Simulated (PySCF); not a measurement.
## Me3SiPH2 (trimethylsilylphosphine): full NMR table

```yaml
Formula: C3H11PSi
SMILES: C[Si](C)(C)P
InChI: InChI=1S/C3H11PSi/c1-5(2,3)4/h4H2,1-3H3
Point_group_of_the_computed_structure: Cs
Carbon_signals: 1
Proton_signals: 2
```

Atom-mapped SMILES (the numbers label the heavy atoms): `[CH3:1][Si:2]([CH3:3])([CH3:4])[PH2:5]`. Hydrogens are named by the atom that carries them.

Theoretical values (PySCF 2.14.0 with density-fitted response routines): PBE0/pcSseg-2 with gauge-including orbitals, structure optimised with PBE0-D3(BJ)/def2-TZVP. One conformer, rapidly exchanging positions averaged, no solvent, relativity neglected.

Chemical shifts δ = σref − σ; TMS for ¹H, ¹³C, ²⁹Si; H3PO4 for ³¹P, all at this level.

| carbon | δC, type | δH (multiplicity) | HMBC from (2–3 bonds) | span of the C tensor (ppm) |
| --- | --- | --- | --- | --- |
| C1/C3/C4 | 2.6, CH3 | 0.23 (m) | H(P5), H(C1)/H(C3)/H(C4) | 12 |

Other nuclei:
| atoms | nucleus | environment | δ (ppm) | σ (ppm) |
| --- | --- | --- | --- | --- |
| H(P5) | ¹H | hydrogen on a phosphorus bonded to Si | 1.53 | 30.00 |
| P5 | ³¹P | phosphorus bonded to Si, 2 H | -261.7 | 572.5 |
| Si2 | ²⁹Si | silicon bonded to 3 C, P | 5.1 | 337.1 |

1. δC 2.6: methyl carbon bonded to Si; an electropositive neighbour leaves it electron-rich and shielded.
2. δH 1.53: hydrogen on a phosphorus bonded to Si.
3. δH 0.23: hydrogen on a methyl carbon bonded to Si; an electropositive neighbour shields it, as in TMS itself.

Splittings by ³¹P in the carbon and heteronuclear signals aren't shown, as no couplings were computed. Shifts are as computed. Against solution values, carbons near 30 ppm lie about +3 ppm off and those near 130 ppm about +9 ppm. Of 1211 compounds with measured shifts, 218 miss one by over three times the rms of a fit or turn the order of signals round; such compounds aren't used in these exercises. Experimental scales use liquid or dissolved standards, which lie at an offset from isolated H3PO4. Multiplicities follow the n + 1 count of equivalent neighbours, as no J values were calculated; m marks all less simple cases, F and P coupling included.
